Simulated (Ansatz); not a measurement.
Relaxation of FGeH₃ (5 atoms, charge 0, multiplicity 1), to a largest force component of 0.03 eV/Å in at most 50 steps.

All numbers below come from Ansatz 0.2.0, RKS B3LYP-D4/def2-SVP.

```xyz
5
Properties=species:S:1:pos:R:3:forces:R:3
Ge -0.050 0.000 -0.821 0.14 0.00 0.25
F 1.451 0.000 1.623 -0.32 0.00 -0.14
H 2.070 0.000 0.933 0.18 0.00 -0.11
H -1.077 1.148 -0.402 0.00 0.00 0.00
H -1.077 -1.148 -0.402 0.00 0.00 0.00
```

Problem. Where does it end, and by what steps?

Solution. The run converged. After 6 steps the energy has fallen by 0.134 eV; F2 moved furthest, 0.47 Å.

| step | energy less start (eV) | largest force component (eV/Å) | accepted |
| --- | --- | --- | --- |
| 0 | 0.0000 | 0.319 | yes |
| 1 | -0.0549 | 1.161 | yes |
| 2 | -0.1097 | 0.301 | yes |
| 3 | -0.1264 | 0.126 | yes |
| 4 | -0.1323 | 0.220 | yes |
| 5 | -0.1335 | 0.095 | yes |
| 6 | -0.1338 | 0.014 | yes |

```xyz
5
Properties=species:S:1:pos:R:3
Ge 0.023 0.000 -0.812
F 1.142 0.000 1.273
H 2.030 0.000 0.990
H -0.940 1.148 -0.260
H -0.940 -1.148 -0.260
```

Whether the end is a true minimum wasn't checked by a vibrational analysis.

The run took 13 s on 1 thread of AMD EPYC 7R43 64-Core Processor (Zen 3) (shared host), peak memory 0.13 GiB.
